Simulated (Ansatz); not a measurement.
Basis-set series for `[BH2][SnH2][AlH][CH3]`. Total charge 0; spin multiplicity 1. Sn: def2 effective core potential. All single points use the PBE0-D4/def2-TZVP geometry. It is one conformer, not always the lowest.

| functional | basis | functions | energy (Eh) | HOMO (eV) | LUMO (eV) |
| --- | --- | --- | --- | --- | --- |
| PBE0-D4 | def2-TZVPP | 266 | -524.28132 | -6.89 | -2.47 |
| PBE0-D4 | def2-QZVPP | 506 | -524.29479 | -6.89 | -2.48 |
| ωB97M-V | def2-TZVPP | 266 | -524.35181 | -8.78 | -0.70 |
| ωB97M-V | def2-QZVPP | 506 | -524.36519 | -8.79 | -0.75 |

(1) Give the rows for def2-SVP. (Estimate.)

Answers

(1) Computed: 
```tsv
functional	basis	functions	energy (Eh)	HOMO (eV)	LUMO (eV)
PBE0-D4	def2-SVP	112	-524.11413	-6.87	-2.42
ωB97M-V	def2-SVP	112	-524.17627	-8.74	-0.57
```
